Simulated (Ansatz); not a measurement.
Cost and result for the atomization energy of CH7AlBNO (12 atoms, 12 bonds).

```xyz
12

B    -1.578   -1.494   -0.387
N    -0.338   -0.909   -0.116
C    -0.130    0.339    0.506
O     0.222    1.428   -0.566
Al    1.647    1.144    0.703
H    -2.568   -0.875   -0.131
H    -1.604   -2.592   -0.858
H     0.506   -1.439   -0.288
H    -1.053    0.700    0.949
H     0.189    1.024   -1.441
H     1.923    2.419    1.596
H     2.785    0.254    0.035
```

The species carries charge 0 and has multiplicity 1. The bonds changed during the relaxation, so this is another structure than the one it started from. The geometry is a stationary point of PBE0-D4/def2-TZVP. It is one conformer, not always the lowest. Program: Ansatz. All runs use 4 threads of an Arm Neoverse V2 on a shared host. Times are those of one run each, without the atoms' runs, and a repeat can differ threefold. Electronic energies, without spin–orbit coupling; frozen cores. CCSD(T)/CBS adds CCSD(T) − MP2 in def2-TZVPP to the MP2 limit, and its time is that of the two runs behind it. T1 = 0.013. B3LYP takes the VWN-RPA correlation (the form of Gaussian; ORCA's B3LYP/G).

CCSD(T)/CBS is a level of theory with its own doubt, some kJ/mol a heavy atom from the limit and from the frozen cores, so smaller differences don't rank the functionals.

```json
{"level": "PBE-D4/def2-TZVPP (with forces)", "functions": "264", "wall time": "2.3 s", "atomization (kcal/mol)": "1011.7", "difference from CCSD(T)/CBS": "18.4", "per bond": "1.5"}
{"level": "PBE0-D4/def2-TZVPP", "functions": "264", "wall time": "2.4 s", "atomization (kcal/mol)": "992.3", "difference from CCSD(T)/CBS": "-1.0", "per bond": "-0.1"}
{"level": "B3LYP-D4/def2-TZVPP (with forces)", "functions": "264", "wall time": "3.8 s", "atomization (kcal/mol)": "997.3", "difference from CCSD(T)/CBS": "4.0", "per bond": "0.3"}
{"level": "r2SCAN-D4/def2-TZVPP (with forces)", "functions": "264", "wall time": "4.2 s", "atomization (kcal/mol)": "997.2", "difference from CCSD(T)/CBS": "3.9", "per bond": "0.3"}
{"level": "B2PLYP/def2-TZVPP", "functions": "264", "wall time": "4.6 s", "atomization (kcal/mol)": "984.9", "difference from CCSD(T)/CBS": "-8.4", "per bond": "-0.7"}
{"level": "ωB97X-V/def2-TZVPP", "functions": "264", "wall time": "7 s", "atomization (kcal/mol)": "998.9", "difference from CCSD(T)/CBS": "5.6", "per bond": "0.5"}
{"level": "ωB97M-V/def2-TZVPP (with forces)", "functions": "264", "wall time": "10 s", "atomization (kcal/mol)": "1000.1", "difference from CCSD(T)/CBS": "6.8", "per bond": "0.6"}
{"level": "MP2/def2-QZVPP", "functions": "508", "wall time": "21 s", "atomization (kcal/mol)": "996.9", "difference from CCSD(T)/CBS": "3.6", "per bond": "0.3"}
{"level": "CCSD(T)/def2-TZVPP", "functions": "264", "wall time": "2.2 min", "atomization (kcal/mol)": "966.3", "difference from CCSD(T)/CBS": "-27.0", "per bond": "-2.2"}
{"level": "CCSD(T)/CBS(def2)", "functions": "–", "wall time": "2.5 min", "atomization (kcal/mol)": "993.3", "difference from CCSD(T)/CBS": "0.0", "per bond": "0.0"}
```

In def2-TZVPP, CCSD(T) changes the Hartree–Fock value by +253.7 kcal/mol (the triples alone add +14.8 kcal/mol) and MP2 by +268.2 kcal/mol; breaking electron pairs costs correlation energy, which Hartree–Fock lacks. From PBE to PBE0 (25 % exact exchange), in def2-TZVPP and without D4, the atomization energy moves by −18.5 kcal/mol: exact exchange takes away binding that semilocal exchange gives to molecules. The D4 term adds +8.5 kcal/mol with B3LYP and +4.5 kcal/mol with PBE0; it sums over pairs of atoms, weighted by their polarisabilities, and B3LYP, whose exchange is more repulsive, gets the larger term.
